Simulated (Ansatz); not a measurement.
Cost and result up the ladder for Ca₂Te₂ (the lowest singlet isomer of a short search) (4 atoms). Charge 0, multiplicity 1. Geometry: PBE-D4/def2-SVP.

```xyz
4

Ca    1.3496    0.9713    0.4683
Ca   -1.3498   -0.9713   -0.4681
Te   -0.7310    1.6913   -1.4010
Te    0.7313   -1.6913    1.4008
```

Ansatz on 4 threads of Arm Neoverse V2 on a shared host. Times are rough, and most runs start from the orbitals of an earlier one. PBE0-D4/def2-TZVPD serves as the yardstick here, not as an exact answer. Differences are given only for rows in sets of like size (and for xTB, whose basis is part of the method), since another set adds its own error. Binding counts from free atoms at the same level (Ca singlet, Te triplet; other spins of the atoms weren't run), without zero-point energy or a counterpoise term.

In the def2 sets Te takes a core potential; there is no spin–orbit coupling. HSE06 is defined as in plane-wave codes, on full-range PBE exchange. Correlated methods freeze 18 core orbitals; core or outer-core shells of Ca, Te are correlated, in sets that lack core-valence functions. The structure comes from a short search, and lower isomers may exist.

Correlated methods converge slowly with the basis.

| level | functions | wall time | binding energy per atom (eV) | difference from PBE0-D4/def2-TZVPD (eV) |
| --- | --- | --- | --- | --- |
| PBE-D4/def2-SVP | 100 | 1.2 s | 2.54 | – |
| PBE0-D4/def2-SVP | 100 | 1.9 s | 2.47 | – |
| PBE-D4/def2-TZVP | 172 | 2.1 s | 2.52 | 0.06 |
| MP2/def2-TZVP | 172 | 2.8 s | 2.23 | -0.23 |
| PBE-D4/def2-TZVPD | 190 | 3.2 s | 2.53 | 0.06 |
| HSE06-D4/def2-TZVP | 172 | 3.6 s | 2.46 | 0.00 |
| PBE0-D4/def2-TZVPD | 190 | 4 s | 2.46 | 0.00 |
| PBE0-D4/def2-TZVP | 172 | 4.3 s | 2.46 | 0.00 |
| BHLYP-D4/def2-TZVP | 172 | 4.7 s | 2.28 | -0.18 |
| r2SCAN-D4/def2-TZVP (with forces) | 172 | 5.5 s | 2.60 | 0.14 |
| RPA@PBE/def2-TZVP | 172 | 5.5 s | 1.74 | -0.73 |
| r2SCAN-D4/def2-TZVPD | 190 | 6 s | 2.61 | 0.14 |
| CCSD(T)/def2-TZVPP | 172 | 88 s | 2.08 | -0.38 |
